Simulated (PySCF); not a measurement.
CH3Cl2NSi2, SMILES Cl[Si]1(Cl)N=C[SiH2]1.

The structure is a stationary point at B3LYP-D3(BJ)/def2-SVP. The structure was generated by enumeration, and PubChem lists no compound with its InChIKey, so it may never have been made.

Level of theory: TDA-CAM-B3LYP/def2-SVPD (PySCF 2.14.0).

Vertical excitations.  State labels are in the subgroup Cs.

| state | symmetry | energy (eV) | λ (nm) | f | main pairs |
|---|---|---|---|---|---|
| S1 | A" | 3.79 | 328 | 0.000 | HOMO→LUMO 97 % |
| S2 | A" | 5.54 | 224 | 0.000 | HOMO−1→LUMO 93 % |
| S3 | A' | 5.61 | 221 | 0.005 | HOMO→LUMO+1 93 % |
| S4 | A" | 5.99 | 207 | 0.005 | HOMO→LUMO+3 94 % |
| S5 | A' | 6.34 | 196 | 0.002 | HOMO→LUMO+2 71 %, HOMO→LUMO+4 13 % |
| S6 | A' | 6.77 | 183 | 0.129 | HOMO−1→LUMO+1 61 % |
| S7 | A" | 6.99 | 177 | 0.062 | HOMO−1→LUMO+3 88 % |
| S8 | A' | 7.01 | 177 | 0.002 | HOMO→LUMO+4 51 %, HOMO−1→LUMO+2 22 % |
| S9 | A' | 7.17 | 173 | 0.061 | HOMO−1→LUMO+2 41 %, HOMO→LUMO+5 20 %, HOMO→LUMO+4 9 % |
| S10 | A' | 7.26 | 171 | 0.169 | HOMO→LUMO+5 43 %, HOMO→LUMO+4 19 %, HOMO−1→LUMO+1 13 %, HOMO→LUMO+9 7 % |
| T1 | A" | 3.03 | 409 | 0 | HOMO→LUMO 94 % |
| T2 | A' | 4.83 | 257 | 0 | HOMO−5→LUMO 37 %, HOMO−2→LUMO 23 %, HOMO−3→LUMO 17 %, HOMO−7→LUMO 12 % |
| T3 | A" | 5.27 | 235 | 0 | HOMO−1→LUMO 85 % |
| T4 | A' | 5.31 | 234 | 0 | HOMO→LUMO+1 69 %, HOMO−1→LUMO+1 23 % |
Triplets are in the Tamm–Dancoff approximation.
